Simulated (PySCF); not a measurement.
Isomers of C3H8Ge. Method used: PBE0-D3(BJ)/def2-SVP geometry optimisation, gas phase (PySCF 2.14.0). Energies are electronic, without zero-point or thermal terms, for one conformer each. No frequencies were run at this level. Point groups hold within 0.08 Å.

Question: Order them by energy at this level, lowest first, and give relative energies in kcal/mol.
A. GeH2Me(vinyl) (`C=[CH][GeH2][CH3]`)
B. `C=[C](C)[GeH3]`

Answer: A (0.0), B (2.5).

Neighbours under 2.5 kcal/mol apart ([H][Ge]([H])([CH3])[CH]=C and C=[C](C)[GeH3]) can change places with a better method, another conformer or zero-point energy.

| SMILES | E (Eh) | E rel (kcal/mol) | dipole (D) | point group | A, B, C (MHz) |
| --- | --- | --- | --- | --- | --- |
| [H][Ge]([H])([CH3])[CH]=C | -2195.35407 | 0.0 | 0.67 | C1 | 10207, 2752, 2435 |
| C=[C](C)[GeH3] | -2195.35013 | 2.5 | 0.67 | Cs | 8468, 2842, 2216 |

Q: As an exercise, what shares would exp(−E/RT) give at 1000 K from these electronic energies alone (no entropy, no degeneracies)?

A: RT = 1.987 kcal/mol: [H][Ge]([H])([CH3])[CH]=C 77.6 %, C=[C](C)[GeH3] 22.4 %.
